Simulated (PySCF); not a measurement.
How exact exchange moves a shielding

Molecule: `[NH3+][B@H-](CC)N`, C₂H₁₁BN₂.

Molfile (atoms numbered from 1):
```
C2H11BN2
     RDKit          3D

 16 15  0  0  0  0  0  0  0  0999 V2000
    1.9445   -0.2720   -0.1110 C   0  0  0  0  0  0  0  0  0  0  0  0
    0.7824    0.4687    0.5421 C   0  0  0  0  0  0  0  0  0  0  0  0
   -0.6220    0.4494   -0.2581 B   0  0  2  0  0  0  0  0  0  0  0  0
   -1.7944    1.0090    0.4827 N   0  0  0  0  0  0  0  0  0  0  0  0
   -1.0089   -1.1892   -0.4623 N   0  0  0  0  0  0  0  0  0  0  0  0
    2.8928   -0.1686    0.4423 H   0  0  0  0  0  0  0  0  0  0  0  0
    2.1218    0.0957   -1.1353 H   0  0  0  0  0  0  0  0  0  0  0  0
    1.7591   -1.3595   -0.1916 H   0  0  0  0  0  0  0  0  0  0  0  0
    0.6391    0.0914    1.5766 H   0  0  0  0  0  0  0  0  0  0  0  0
    1.0618    1.5306    0.6666 H   0  0  0  0  0  0  0  0  0  0  0  0
   -0.5232    0.8259   -1.4330 H   0  0  0  0  0  0  0  0  0  0  0  0
   -1.5757    1.4030    1.3924 H   0  0  0  0  0  0  0  0  0  0  0  0
   -2.3488    1.6886   -0.0253 H   0  0  0  0  0  0  0  0  0  0  0  0
   -0.3453   -1.7019   -1.0435 H   0  0  0  0  0  0  0  0  0  0  0  0
   -1.0671   -1.6383    0.4533 H   0  0  0  0  0  0  0  0  0  0  0  0
   -1.9353   -1.2399   -0.8846 H   0  0  0  0  0  0  0  0  0  0  0  0
  1  2  1  0
  2  3  1  0
  3  4  1  0
  3  5  1  0
  1  6  1  0
  1  7  1  0
  1  8  1  0
  2  9  1  0
  2 10  1  0
  3 11  1  6
  4 12  1  0
  4 13  1  0
  5 14  1  0
  5 15  1  0
  5 16  1  0
M  CHG  2   3  -1   5   1
M  END
```

GIAO shieldings (ppm, equivalent atoms averaged) in PySCF 2.14 on the PBE0-D3(BJ)/def2-SVP geometry, basis pcSseg-1, gas phase, non-relativistic:

```tsv
functional	exact exchange (%)	σ(B3)	σ(N4)
BLYP	0	98.4	226.1
BP86	0	102.2	230.4
PBE	0	102.2	230.3
B3LYP	20	102.3	232.6
PBE0	25	106.7	237.5
BHandHLYP	50	107.5	239.4
HF	100	116.1	247.5
```

**Question.** Fit each shielding as a line in the percentage of exact exchange.

**Answer.** σ(B3) = 100.9 + 0.15 x (rms 1.6 ppm); σ(N4) = 229.6 + 0.19 x (rms 1.9 ppm). The functionals also differ in their semilocal parts, which the line can't hold; Hartree–Fock has no correlation at all.

**Question.** What does the line predict for mPW1PW91 (25 %), and what does the run give?

**Answer.** σ(B3): 104.7 predicted, 106.6 computed; σ(N4): 234.3 predicted, 236.8 computed ppm.
